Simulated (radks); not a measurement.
The numbers below are computed, except where a source is named.
Problem. The mean radii <r> (bohr) of the occupied orbitals of an atom or ion are listed with their occupations. Code: a radial shooting solver on a logarithmic mesh with Libxc functionals. Model: Dirac Kohn-Sham, LDA (Slater exchange, Perdew-Wang correlation), spin-unpolarised, spherical densities, point nucleus.

| orbital | occ. | <r> |
|---|---|---|
| 1s1/2 | 2 | 0.02613 |
| 2s1/2 | 2 | 0.1118 |
| 2p1/2 | 2 | 0.09407 |
| 2p3/2 | 4 | 0.09996 |
| 3s1/2 | 2 | 0.2991 |
| 3p1/2 | 2 | 0.2890 |
| 3p3/2 | 4 | 0.3008 |
| 3d3/2 | 4 | 0.2715 |
| 3d5/2 | 6 | 0.2753 |
| 4s1/2 | 2 | 0.6950 |
| 4p1/2 | 2 | 0.7208 |
| 4p3/2 | 4 | 0.7487 |
| 4d3/2 | 4 | 0.8314 |
| 4d5/2 | 6 | 0.8419 |
| 5s1/2 | 2 | 1.734 |
| 5p1/2 | 2 | 2.005 |
| 5p3/2 | 4 | 2.100 |

Name the element and its charge. Open shells, if any, fill j = l - 1/2 first.

Solution. Z = 55, caesium, charge +1: Cs+ in [Xe]. The 1s radius gives Z: for a bare nucleus <r> = (2 gamma + 1)/(2Z) with gamma = sqrt(1 - (Z/c)^2), 0.02574 bohr for Z = 55, and screening makes it slightly larger (0.02613 here). The occupations add up to 54, and the charge is Z minus that.
